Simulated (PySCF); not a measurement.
C6H10N2Si.
Atom-mapped SMILES: `[cH:1]1[n:2][c:3]([CH:4]2[CH2:5][SiH2:6][CH2:7]2)[cH:8][nH:9]1`

Structure used (GFN2-xTB), in Å, numbered top down from 1:
```xyz
19
C6H10N2Si angstrom
C      2.343    0.868    0.377
N      1.054    0.742    0.499
C      0.682   -0.252   -0.360
C     -0.743   -0.653   -0.468
C     -1.617    0.584   -0.777
Si    -2.034    0.761    1.078
C     -1.301   -0.995    0.933
C      1.788   -0.726   -1.009
N      2.849   -0.002   -0.529
H      2.946    1.567    0.921
H     -0.838   -1.462   -1.198
H     -2.470    0.319   -1.399
H     -1.076    1.384   -1.274
H     -3.466    0.827    1.402
H     -1.262    1.737    1.831
H     -0.537   -1.307    1.640
H     -2.048   -1.785    0.878
H      1.908   -1.492   -1.748
H      3.811   -0.104   -0.805
```

Probes without a nucleus sit at each ring's centroid and 1 Å off its mean plane on both sides; NICS is minus the shielding there, NICSzz its component along the normal. Level: GIAO PBE0/pcSseg-1 (PySCF, non-relativistic, gas phase) on the GFN2-xTB geometry, one conformer.

Ring bond lengths (Å), with Mayer bond orders in brackets: C1–N2 1.301 (1.61), N2–C3 1.365 (1.34), C3–C8 1.367 (1.55), C8–N9 1.371 (1.12), N9–C1 1.354 (1.19); C4–C5 1.546 (0.97), C5–Si6 1.909 (0.93), Si6–C7 1.909 (0.93), C7–C4 1.546 (0.97).

What do the NICS probes read (ppm)?

```csv
ring,type,NICS(0),"NICS(1), two faces","NICS(1)zz, two faces",rms pucker (Å),"centre to ring atoms, mean (Å)"
C1–N2–C3–C8–N9,5-membered ring with 2 N; formal bonds all aromatic,-13.3,-10.9 / -10.9,-29.6 / -29.7,0.00,1.15
C4–C5–Si6–C7,4-membered ring with Si; formal bonds all single,2.0,0.0 / 1.8,5.2 / 1.6,0.12,1.21
```

What do they say, and how far can they be read as aromaticity?

- C1–N2–C3–C8–N9: mean NICS(1)zz -29.6 ppm, shielded. The ring is flat and has no four-coordinate atom; by the NICS criterion it is aromatic.
- C4–C5–Si6–C7: mean NICS(1)zz 3.4 ppm, deshielded. C4, C5, Si6, C7 have four or more neighbours, and the NICS criterion for π rings isn't applied. The two faces differ by 3.6 ppm, so no symmetry operation interchanges them.

And the bond-length index? Use HOMA with the parameters of Krygowski (1993).

- C1–N2–C3–C8–N9: HOMA 0.91; the largest term is that of C8–N9, α(R − Ropt)² = 0.13. The geometric and the magnetic index point the same way.

At the second NICS(1) probe listed for ring C4–C5–Si6–C7, 1 Å off the ring, what do the in-plane components average?

The isotropic value is a third of the trace: (3 × 1.8 − (1.6))/2 = 1.9 ppm.

Give the inner angles of the rings and the Hirshfeld charges of the ring atoms.

- C1–N2–C3–C8–N9: C1 111.8° (+0.038 e), N2 106.3° (-0.173 e), C3 109.3° (+0.022 e), C8 106.0° (-0.048 e), N9 106.6° (-0.069 e); sum 540.0° against 540° for a flat convex ring.
- C4–C5–Si6–C7: C4 98.9° (-0.030 e), C5 90.2° (-0.169 e), Si6 75.9° (+0.331 e), C7 90.2° (-0.168 e); sum 355.2° against 360° for a flat convex ring.

On one thread of an Arm Neoverse N1, on a shared host, this took 72 s of wall time and 0.86 GiB of memory at its peak. This is the whole shielding run at PBE0/pcSseg-1, SCF included.
